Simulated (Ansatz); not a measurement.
Basis-set extrapolation for C4H3F3 (`FCC#CC(F)F`) (PBE0-D4/def2-TZVP geometry, frozen core, the Gaussian-basis code of Ansatz). Multiplicity 1, RHF reference.

```
                      def2-TZVPP   def2-QZVPP
                 HF  -451.646049  -451.665197
    MP2 correlation    -1.363140    -1.476146
CCSD(T) correlation    -1.434829      not run
```

Energies in hartree. Use E(X) = E(∞) + A·exp(−7.88·√X) for Hartree–Fock and E(X) = E(∞) + B·X^(−2.97) for correlation, with X = 3 and 4, and add CCSD(T) minus MP2 of the smaller set to the MP2 limit.

Question: What is the CCSD(T) energy at the basis-set limit?

Answer: HF limit: -451.665197 + (-0.019148) × 0.13774 = -451.66783. MP2 limit: -1.476146 + (-0.113006) × 0.74074 = -1.55985. Higher-order term: -1.434829 − (-1.363140) = -0.07169. Total: -453.29937 hartree, 573.7 kJ/mol below CCSD(T)/def2-TZVPP.
